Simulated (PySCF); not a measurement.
AlCl, SMILES [Al][Cl] (connectivity only; charge and spin as stated), neutral, multiplicity 1.

Geometry: PBE0-D3(BJ)/def2-TZVPD.

Two levels are set side by side: PBE/def2-TZVPD (PySCF) and CAM-B3LYP/def2-TZVPD (PySCF). Same geometry, gas phase. Differences are taken from unrounded values.

```json
[
 {"quantity": "orbital gap (eV)", "CAM-B3LYP": "7.54"},
 {"quantity": "highest occupied level (eV)", "CAM-B3LYP": "-8.24"},
 {"quantity": "lowest empty level (eV)", "CAM-B3LYP": "-0.70"},
 {"quantity": "dipole moment (D)", "CAM-B3LYP": "1.73"},
 {"quantity": "mean polarisability (bohr³)", "CAM-B3LYP": "53.1"}
]
```

### Question
What does PBE give, and how far is it from CAM-B3LYP? (An estimate is asked for; the answer gives what the named calculation found.)

### Answer

```json
[
 {"quantity": "orbital gap (eV)", "PBE": "3.69", "PBE minus CAM-B3LYP": "-3.85"},
 {"quantity": "highest occupied level (eV)", "PBE": "-6.09", "PBE minus CAM-B3LYP": "2.15"},
 {"quantity": "lowest empty level (eV)", "PBE": "-2.40", "PBE minus CAM-B3LYP": "-1.70"},
 {"quantity": "dipole moment (D)", "PBE": "1.52", "PBE minus CAM-B3LYP": "-0.21"},
 {"quantity": "mean polarisability (bohr³)", "PBE": "55.1", "PBE minus CAM-B3LYP": "2.0"}
]
```

Without exact exchange PBE keeps part of each electron's self-repulsion, which lifts occupied levels and narrows the gap. Loosely held outer electrons make PBE densities more polarisable. Differences between two approximate levels are no errors against the true value.

Rough cost on one machine, each run with all the roots and properties that it gave: CAM-B3LYP against PBE within a factor of 2.
